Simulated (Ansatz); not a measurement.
C$_{3}$H$_{11}$MoN$_{3}$O (`C[N]=[Mo]([NH2])(=[O])[N](C)C`), relaxed with RKS PBE0-D4/def2-TZVP in the Gaussian-basis code of Ansatz from a PBE-D4/def2-SVP geometry. The force threshold is 0.005 eV/Å; the program also tests the step.

The species carries charge 0 and has multiplicity 1. Mo: def2 effective core potential.

Start:

```xyz
19

C     1.923   -0.117    2.473
N     1.149    0.284    1.345
Mo    0.870    0.323   -0.393
N     0.877    2.218   -0.897
O     2.018   -0.536   -1.338
N    -0.897   -0.478   -0.654
C    -1.936   -0.625    0.346
C    -1.301   -0.898   -1.985
H     1.296   -0.696    3.189
H     2.802   -0.745    2.201
H     2.297    0.775    3.026
H     0.786    3.008   -0.254
H     1.034    2.545   -1.855
H    -2.817    0.023    0.122
H    -1.551   -0.347    1.345
H    -2.306   -1.678    0.389
H    -1.653   -1.957   -1.981
H    -2.134   -0.270   -2.383
H    -0.454   -0.831   -2.697
```

```
step  energy (eV)  largest force (eV/Å)  largest move (Å)
   1  -11658.9169                 0.930             0.000
   2  -11659.0127                 0.250             0.040
   3  -11659.0186                 0.040             0.015
   4  -11659.0188                 0.019             0.007
   5  -11659.0190                 0.012             0.015
   6  -11659.0191                 0.014             0.012
   7  -11659.0191                 0.008             0.016
   8  -11659.0191                 0.005             0.004
```

End:

```xyz
19

C     1.913   -0.105    2.455
N     1.134    0.296    1.336
Mo    0.854    0.318   -0.378
N     0.875    2.195   -0.909
O     1.993   -0.556   -1.279
N    -0.899   -0.461   -0.636
C    -1.936   -0.646    0.347
C    -1.296   -0.864   -1.965
H     1.299   -0.689    3.149
H     2.779   -0.710    2.165
H     2.271    0.777    2.998
H     0.827    2.976   -0.276
H     1.060    2.497   -1.853
H    -2.816   -0.029    0.116
H    -1.575   -0.370    1.336
H    -2.266   -1.694    0.372
H    -1.621   -1.914   -1.973
H    -2.128   -0.250   -2.337
H    -0.466   -0.770   -2.669
```

It took 43 s on 4 threads of an AMD EPYC 7R13 on a shared host and a share of an NVIDIA H100 80 GB, with 0.96 GiB of host memory at the peak.
